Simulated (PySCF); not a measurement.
C2H4BFO2. Atoms are numbered in the order given.

```xyz
10

B      1.1629     0.0181     1.1738
F      0.2453     0.3183     2.0735
H      2.3060    -0.1457     1.5039
O      0.8524    -0.0503    -0.1543
C     -0.4124    -0.1776    -0.6995
C     -0.4877     0.4926    -2.0422
O     -1.2844    -0.7863    -0.1545
H     -1.4792     0.3359    -2.4821
H      0.2942     0.0872    -2.7025
H     -0.2874     1.5698    -1.9293
```

Geometry optimised at B3LYP-D3(BJ)/def2-SVP. The structure was generated by enumeration, and PubChem lists no compound with its InChIKey, so it may never have been made. Other conformers were not sampled.

Calculation: B3LYP/def2-TZVP (PySCF).

Computed frontier levels, gap, dipole moment and polarisability:
| Item | Result |
|---|---|
| highest occupied level | -8.20 eV |
| lowest empty level | -1.12 eV |
| orbital gap | 7.08 eV |
| dipole moment | 2.86 D |
| quadrupole, principal values (traceless, Buckingham form, about the centre of nuclear charge) | -6.03, 0.16, 5.87 D·Å |
| mean static polarisability | 43.8 bohr³ (6.49 Å³) |
| polarisability, principal values | 33.9, 45.0, 52.6 bohr³ |
